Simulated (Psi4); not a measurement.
cyclopropene (C3H4), singlet, at a GFN2-xTB geometry; SVWN/6-31G (Psi4).

Here is a job for Psi4.
```
memory 2 GB

molecule {
0 1
  C    -0.02398035   -0.00988421    0.85291858
  C     0.01415246   -0.64253561   -0.50675464
  C     0.01392072    0.65410679   -0.49173477
  H     0.86570208   -0.01692030    1.47406113
  H    -0.94715748   -0.01665393    1.42309451
  H     0.02873121   -1.56595013   -1.03014057
  H     0.02816727    1.58940251   -0.99359004
}

set basis 6-31g
set e_convergence 1e-10

energy('svwn')
print_variables()
```

What the program printed (banner, timings and long lists left out):

```
   => Loading Basis Set <=

    Name: 6-31G
    Role: ORBITAL
    Keyword: BASIS

         ---------------------------------------------------------
                                   SCF
               by Justin Turney, Rob Parrish, Andy Simmonett
                          and Daniel G. A. Smith
                              RKS Reference
         ---------------------------------------------------------

  ==> Geometry <==

    Molecular point group: c1
    Full point group: C1

    Geometry (in Angstrom), charge = 0, multiplicity = 1:

       Center              X                  Y                   Z               Mass
    ------------   -----------------  -----------------  -----------------  -----------------
         C           -0.024588995765    -0.010135078350     0.874566399286    12.000000000000
         C            0.013543814235    -0.642786478350    -0.485106820714    12.000000000000
         C            0.013312074235     0.653855921650    -0.470086950714    12.000000000000
         H            0.865093434235    -0.017171168350     1.495708949286     1.007825032230
         H           -0.947766125765    -0.016904798350     1.444742329286     1.007825032230
         H            0.028122564235    -1.566200998350    -1.008492750714     1.007825032230
         H            0.027558624235     1.589151641650    -0.971942220714     1.007825032230

  Running in c1 symmetry.

  Rotational constants: A =      1.00557  B =      0.74384  C =      0.46681 [cm^-1]
  Rotational constants: A =  30146.33739  B =  22299.80443  C =  13994.63754 [MHz]
  Nuclear repulsion =   64.110178925846512

  Charge       = 0
  Multiplicity = 1
  Electrons    = 22
  Nalpha       = 11
  Nbeta        = 11

  ==> Algorithm <==

  SCF Algorithm Type is DF.
  DIIS enabled.
  MOM disabled.
  Fractional occupation disabled.
  Guess Type is SAD.
  Energy threshold   = 1.00e-10
  Density threshold  = 1.00e-06
  Integral threshold = 1.00e-12

  ==> Primary Basis <==

  Basis Set: 6-31G
    Blend: 6-31G
    Number of shells: 23
    Number of basis functions: 35
    Number of Cartesian functions: 35
    Spherical Harmonics?: false
    Max angular momentum: 1

  ==> DFT Potential <==

   => LibXC <=

    Version 7.1.2
    S. Lehtola, C. Steigemann, M. J. T. Oliveira, and M. A. L. Marques,  SoftwareX 7, 1–5 (2018) (10.1016/j.softx.2017.11.002)

   => Composite Functional: SVWN <=

    Slater exchange
    Vosko, Wilk & Nusair (VWN5_RPA)
    P. A. M. Dirac,  Math. Proc. Cambridge Philos. Soc. 26, 376 (1930) (10.1017/S0305004100016108)
    F. Bloch,  Z. Phys. 57, 545 (1929) (10.1007/BF01340281)
    S. H. Vosko, L. Wilk, and M. Nusair,  Can. J. Phys. 58, 1200 (1980) (10.1139/p80-159)

    Deriv               =              1
    GGA                 =          FALSE
    Meta                =          FALSE

    Exchange Hybrid     =          FALSE
    MP2 Hybrid          =          FALSE

   => Exchange Functionals <=

    1.0000         XC_LDA_X

   => Correlation Functionals <=

    1.0000   XC_LDA_C_VWN_RPA

   => LibXC Density Thresholds  <==

    XC_LDA_C_VWN_RPA:  1.00E-15
    XC_LDA_X:  1.00E-15

   => Molecular Quadrature <=

    Radial Scheme          =       TREUTLER
    Pruning Scheme         =           NONE
    Nuclear Scheme         =       TREUTLER

    Blocking Scheme        =         OCTREE
    BS radius alpha        =              1
    Pruning alpha          =              1
    Radial Points          =             75
    Spherical Points       =            302
    Total Points           =         150488
    Total Blocks           =           1194
    Max Points             =            256
    Max Functions          =             35
    Weights Tolerance      =       1.00E-15

   => Loading Basis Set <=

    Name: (6-31G AUX)
    Role: JKFIT
    Keyword: DF_BASIS_SCF

  ==> Integral Setup <==

  SCF_SUBTYPE=INCORE selected. In-core MEM_DF algorithm will be used.
  Using in-core AOs.

  ==> MemDFJK: Density-Fitted J/K Matrices <==

    J tasked:                   Yes
    K tasked:                    No
    wK tasked:                   No
    Algorithm:                 Core
    Schwarz Cutoff:           1E-12
    Mask sparsity (%):       0.0000
    Fitting Condition:        1E-10

   => Auxiliary Basis Set <=

  Basis Set: (6-31G AUX)
    Blend: CC-PVDZ-JKFIT
    Number of shells: 108
    Number of basis functions: 343
    Number of Cartesian functions: 343
    Spherical Harmonics?: false
    Max angular momentum: 3

  Minimum eigenvalue in the overlap matrix is 2.9872394442E-03.
  Reciprocal condition number of the overlap matrix is 6.0128150420E-04.
    Using symmetric orthogonalization.

  ==> Pre-Iterations <==

  SCF Guess: Superposition of Atomic Densities via on-the-fly atomic UHF (no occupation information).

   -------------------------
    Irrep   Nso     Nmo
   -------------------------
     A         35      35
   -------------------------
    Total      35      35
   -------------------------

  ==> Iterations <==

                           Total Energy        Delta E     RMS |[F,P]|

   @DF-RKS iter SAD:  -115.69011264915977   -1.15690e+02   0.00000e+00
   @DF-RKS iter   1:  -115.62069321894059    6.94194e-02   1.94899e-02 DIIS/ADIIS
   @DF-RKS iter   2:  -115.42456163642834    1.96132e-01   2.56473e-02 DIIS/ADIIS
   @DF-RKS iter   3:  -115.90114216663372   -4.76581e-01   1.30936e-03 DIIS/ADIIS
   @DF-RKS iter   4:  -115.90112609949688    1.60671e-05   1.35347e-03 DIIS/ADIIS
   @DF-RKS iter   5:  -115.90233733312968   -1.21123e-03   6.06808e-05 DIIS
   @DF-RKS iter   6:  -115.90234009223424   -2.75910e-06   8.83356e-06 DIIS
   @DF-RKS iter   7:  -115.90234015525935   -6.30251e-08   1.35132e-06 DIIS
   @DF-RKS iter   8:  -115.90234015726875   -2.00940e-09   9.46359e-08 DIIS
   @DF-RKS iter   9:  -115.90234015727582   -7.06279e-12   1.28443e-08 DIIS
  Energy and wave function converged.

  ==> Post-Iterations <==

   Electrons on quadrature grid:
      Ntotal   =   22.0000161698 ; deviation = 1.617e-05

    Orbital Energies [Eh]
    ---------------------

    Doubly Occupied:

       1A     -9.811495     2A     -9.810625     3A     -9.799119
       4A     -0.821773     5A     -0.549781     6A     -0.522456
       7A     -0.474224     8A     -0.409038     9A     -0.326091
      10A     -0.277241    11A     -0.235553

    Virtual:

      12A     -0.044191    13A      0.083349    14A      0.091036
      15A      0.107069    16A      0.129807    17A      0.145149
      18A      0.181055    19A      0.289242    20A      0.471040
      21A      0.485415    22A      0.486759    23A      0.520330
      24A      0.553479    25A      0.565075    26A      0.648256
      27A      0.661427    28A      0.695507    29A      0.804346
      30A      0.889764    31A      0.896959    32A      0.992171
      33A      1.054213    34A      1.096445    35A      1.256830

    Final Occupation by Irrep:
              A
    DOCC [    11 ]
    NA   [    11 ]
    NB   [    11 ]

  @DF-RKS Final Energy:  -115.90234015727582

   => Energetics <=

    Nuclear Repulsion Energy =             64.1101789258465118
    One-Electron Energy =                -282.1705224511977121
    Two-Electron Energy =                 119.2015433203048360
    DFT Exchange-Correlation Energy =     -17.0435399522294659
    Empirical Dispersion Energy =           0.0000000000000000
    VV10 Nonlocal Energy =                  0.0000000000000000
    Total Energy =                       -115.9023401572758161

Computation Completed

Properties will be evaluated at   0.000000,   0.000000,   0.000000 [a0]

Properties computed using the SCF density matrix

 Multipole Moments:

 ------------------------------------------------------------------------------------
     Multipole            Electronic (a.u.)      Nuclear  (a.u.)        Total (a.u.)
 ------------------------------------------------------------------------------------

 L = 1.  Multiply by 2.5417464519 to convert [e a0] to [Debye]
 Dipole X            :          0.0303836           -0.0253037            0.0050799
 Dipole Y            :          0.0125221           -0.0104297            0.0020925
 Dipole Z            :         -1.0806649            0.8999860           -0.1806789
 Magnitude           :                                                    0.1807624

 ------------------------------------------------------------------------------------

  Variable Map:
  ----------------------------------------------------------------------------
  "CURRENT ENERGY"              =>    -115.902340157276
  "CURRENT REFERENCE ENERGY"    =>    -115.902340157276
  "DD SOLVATION ENERGY"         =>       0.000000000000
  "DFT FUNCTIONAL TOTAL ENERGY" =>    -115.902340157276
  "DFT TOTAL ENERGY"            =>    -115.902340157276
  "DFT VV10 ENERGY"             =>       0.000000000000
  "DFT XC ENERGY"               =>     -17.043539952229
  "GRID ELECTRONS ALPHA"        =>      11.000008084875
  "GRID ELECTRONS BETA"         =>      11.000008084875
  "GRID ELECTRONS TOTAL"        =>      22.000016169750
  "NUCLEAR REPULSION ENERGY"    =>      64.110178925847
  "ONE-ELECTRON ENERGY"         =>    -282.170522451198
  "PCM POLARIZATION ENERGY"     =>       0.000000000000
  "PE ENERGY"                   =>       0.000000000000
  "SCF ITERATION ENERGY"        =>    -115.902340157276
  "SCF ITERATIONS"              =>       9.000000000000
  "SCF TOTAL ENERGY"            =>    -115.902340157276
  "TWO-ELECTRON ENERGY"         =>     119.201543320305
  "XC GRID RADIAL POINTS"       =>      75.000000000000
  "XC GRID SPHERICAL POINTS"    =>     302.000000000000
  "XC GRID TOTAL POINTS"        =>  150488.000000000000

  Array Variable Map:
  ----------------------------------------------------------------------------
  "CURRENT DIPOLE"              =>       0.005079900666 ... -0.180678879001 1 by 3
  "SCF DIPOLE"                  =>       0.005079900666 ... -0.180678879001 1 by 3
  "SCF TOTAL ENERGIES"          =>    -115.690112649160 ... -115.902340157276 1 by 10
```
